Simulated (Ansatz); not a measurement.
A nudged elastic band was laid between two geometries of AlBH₆O₂ (10 atoms, charge 0, multiplicity 1).

Level of theory: Ansatz 0.2.0, RKS PBE0/6-31G*.

```json
{
 "movable images": "9",
 "climbing image": "yes",
 "spring": "5.0 eV/Å²",
 "optimiser": "quadratic models (default)",
 "start path": "through a guess of the saddle point",
 "force threshold": "0.05 eV/Å",
 "iteration limit": "55",
 "end points": "relaxed"
}
```

First end point:

```xyz
10
Properties=species:S:1:pos:R:3
B -0.193 0.458 0.616
O -0.487 -0.734 1.285
H -0.633 -1.457 0.666
H 1.173 0.709 0.652
H -0.455 0.605 -0.550
O -0.672 1.625 1.492
Al 1.143 2.012 1.787
H 1.587 1.496 3.221
H 1.612 3.344 1.069
H -1.173 1.235 2.227
```

Last end point:

```xyz
10
Properties=species:S:1:pos:R:3
B 0.120 0.476 0.343
O -0.858 -0.841 1.030
H -1.687 -0.408 1.288
H 1.045 -0.174 -0.088
H -0.685 0.903 -0.458
O 0.360 1.251 1.490
Al 1.118 2.627 2.119
H 0.965 2.839 3.688
H 1.920 3.636 1.187
H -0.396 -1.013 1.867
```

**Question.** What changes between the two ends?

**Answer.** Bonds broken: H4–Al7, O6–H10. Bonds formed: O2–H10.

**Question.** What energy profile does the band end with?

**Answer.** The forces met the threshold. The highest image is number 5 of 0 to 10, 29.7 kcal/mol above the first end and 12.8 kcal/mol above the last; the last end lies 16.9 kcal/mol above the first. A vibrational analysis at the climbing image gives one clearly imaginary mode, 1229i cm⁻¹: a first-order saddle point. The orbitals stay closed-shell, which can raise the energy where a bond breaks towards radicals; this wasn't checked here.

```tsv
image	path coordinate (Å)	energy (kcal/mol)	H4–Al7 (Å)	O6–H10 (Å)	O2–H10 (Å)
0	0.00	0.0	1.73	0.97	2.29
1	0.78	1.4	1.77	0.97	2.31
2	1.56	11.0	2.15	0.97	2.27
3	2.34	18.2	2.86	0.97	2.25
4	3.11	19.4	3.35	0.97	2.13
5	3.89	29.7	3.37	1.20	1.25
6	4.29	20.9	3.39	1.64	1.01
7	4.69	17.4	3.43	2.03	0.98
8	5.09	17.0	3.53	2.18	0.97
9	5.48	17.0	3.55	2.27	0.97
10	5.88	16.9	3.57	2.42	0.97
```

**Question.** What is the geometry of the highest image?

**Answer.** 
```xyz
10
Properties=species:S:1:pos:R:3
B -0.165 0.493 0.249
O -0.342 -0.879 0.970
H -1.277 -1.126 0.974
H 0.808 0.491 -0.460
H -1.206 0.891 -0.216
O 0.128 1.140 1.640
Al 1.097 2.415 2.293
H 1.394 2.311 3.846
H 1.572 3.574 1.325
H -0.107 -0.016 1.845
```

**Question.** What are the harmonic wavenumbers there?

**Answer.** 1229i, 56, 124, 149, 501, 531, 543, 612, 718, 791, 811, 829, 910, 982, 1088, 1205, 1249, 1334, 1949, 1973, 1989, 2548, 2621, 3834 cm⁻¹.

The band took 39 iterations and about 14 core-minutes.

Time of the run: 14 min on 1 thread of Arm Neoverse V2 (shared host), peak memory 0.15 GiB.
